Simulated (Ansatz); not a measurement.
SiBrCl₃, 5 atoms. Hardware: 4 threads of Arm Neoverse V1 on a shared host.

Correlated methods freeze 29 core orbitals; core or outer-core shells of Br are correlated, in sets that lack core-valence functions.

How many basis functions does each of these Ansatz runs have, and roughly what does it cost? B3LYP-D4/def2-TZVP, charge 0 singlet, energy, from earlier orbitals; PBE-D4/def2-TZVP, charge 0 singlet, energy, from earlier orbitals; PBE0-D4/def2-TZVP, charge 1 doublet at the geometry of the charge 0 singlet, energy, from earlier orbitals; PBE0-D4/def2-SVP, charge 0 singlet, energy, from earlier orbitals; RPA@PBE/def2-TZVP, charge 0 singlet, energy, from earlier orbitals; r2SCAN0-D4/def2-TZVP, charge 0 singlet, energy, from earlier orbitals; r2SCAN-D4/def2-TZVP, charge 0 singlet, energy and forces, from earlier orbitals; r2SCAN-D4/def2-TZVP, charge 0 triplet at the geometry of the charge 0 singlet, energy, from earlier orbitals; revPBE-D4/def2-TZVP, charge 0 singlet, energy, from earlier orbitals; r2SCAN-D4/def2-SVP, charge 0 singlet, relaxation, 4 steps; PBE0-D4/def2-TZVP, charge 0 singlet, energy, from earlier orbitals; CAM-B3LYP-D4/def2-TZVP, charge 0 singlet, energy, from earlier orbitals.

Other jobs shared the machine, so times can vary by a factor of up to 3. A dash marks memory too small to be measured apart from the calling script's.

```csv
run,functions,fitting or Cholesky vectors,wall time,peak host memory (GiB)
"PBE0-D4/def2-SVP, charge 0 singlet, energy, from earlier orbitals",104,943,1.4 s,–
"revPBE-D4/def2-TZVP, charge 0 singlet, energy, from earlier orbitals",196,1396,1.9 s,–
"PBE-D4/def2-TZVP, charge 0 singlet, energy, from earlier orbitals",196,1396,2 s,–
"B3LYP-D4/def2-TZVP, charge 0 singlet, energy, from earlier orbitals",196,1463,3.7 s,0.71
"PBE0-D4/def2-TZVP, charge 0 singlet, energy, from earlier orbitals",196,1485,3.9 s,0.71
"RPA@PBE/def2-TZVP, charge 0 singlet, energy, from earlier orbitals",196,1192,4.1 s,–
"CAM-B3LYP-D4/def2-TZVP, charge 0 singlet, energy, from earlier orbitals",196,1463,4.3 s,0.77
"r2SCAN-D4/def2-TZVP, charge 0 singlet, energy and forces, from earlier orbitals",196,1396,6 s,–
"r2SCAN0-D4/def2-TZVP, charge 0 singlet, energy, from earlier orbitals",196,1485,7 s,0.74
"r2SCAN-D4/def2-SVP, charge 0 singlet, relaxation, 4 steps",104,1126,14 s,–
"PBE0-D4/def2-TZVP, charge 1 doublet at the geometry of the charge 0 singlet, energy, from earlier orbitals",196,1485,24 s,1.4
"r2SCAN-D4/def2-TZVP, charge 0 triplet at the geometry of the charge 0 singlet, energy, from earlier orbitals",196,1396,64 s,0.63
```
